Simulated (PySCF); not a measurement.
A structure optimised at B3LYP-D3(BJ)/def2-SVP, used in a PySCF frequency run:

```xyz
6

Cu     0.4555     1.5305     0.0000
Cu    -0.4555    -1.5305     0.0000
I     -1.9649     0.5437     0.0000
I      1.9649    -0.5437     0.0000
I      0.1732     3.9648     0.0000
I     -0.1732    -3.9648     0.0000
```
Charge 0, spin multiplicity 3.

**Question.** Write its SMILES, formula and point group.

**Answer.** [I][Cu]1[I][Cu]([I])[I]1, Cu2I4, C2h

**Question.** What are its rotational constants (standard atomic weights)?

**Answer.** 0.49844, 0.11584, 0.093997 GHz
